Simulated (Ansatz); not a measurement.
The same path of a periodic cell of 13 atoms, Be₁₂Al (surface Be(0001), adsorbate Al) was run twice with different band settings.

Theory: DFT PBEsol, scalar-relativistic, plane waves, PAW in Ansatz 0.2.0. Settings: cutoff 420 eV, k mesh 4x4x1, gaussian smearing 0.05 eV, no spin polarisation.

Relaxed end points:

```xyz
13
Lattice="4.5800 0.0000 0.0000 2.2900 3.9664 0.0000 0.0000 0.0000 14.5884" Properties=species:S:1:pos:R:3
Be 0.000 0.000 1.000
Be 2.290 0.000 1.000
Be 1.145 1.983 1.000
Be 3.435 1.983 1.000
Be 0.002 1.322 2.776
Be 2.289 1.317 2.778
Be 1.139 3.308 2.779
Be 3.438 3.308 2.776
Be -0.002 0.012 4.539
Be 2.287 0.000 4.665
Be 1.136 1.979 4.548
Be 3.446 1.976 4.534
Al 2.334 2.649 6.667
```

```xyz
13
Lattice="4.5800 0.0000 0.0000 2.2900 3.9664 0.0000 0.0000 0.0000 14.5884" Properties=species:S:1:pos:R:3
Be 0.000 0.000 1.000
Be 2.290 0.000 1.000
Be 1.145 1.983 1.000
Be 3.435 1.983 1.000
Be -0.001 1.317 2.778
Be 2.292 1.322 2.776
Be 1.148 3.308 2.776
Be 3.429 3.308 2.779
Be -0.003 0.000 4.665
Be 2.288 0.012 4.539
Be 1.156 1.976 4.534
Be 3.426 1.979 4.548
Al 4.624 2.649 6.667
```

Common settings: spring 5.0 eV/Å²; optimiser quadratic models (default); force threshold 0.05 eV/Å; end points relaxed; atoms held 1 to 4.

| run | movable images | climbing image | start path | iteration limit |
| --- | --- | --- | --- | --- |
| 1 | 5 | yes | straight line | 24 |
| 2 | 4 | no | default | 47 |

Task: What does each run give, and how far can it be trusted?

Result: Run 1: converged after 3 iterations, highest image 0.023 eV above the first end. The order of the stationary point at the top wasn't checked.
Run 2: converged after 3 iterations, highest image 0.022 eV above the first end. No image climbed, so the highest image needn't sit at the top of the path.
Limits of this set-up: coarse k mesh, thin slab, slab without dipole correction.
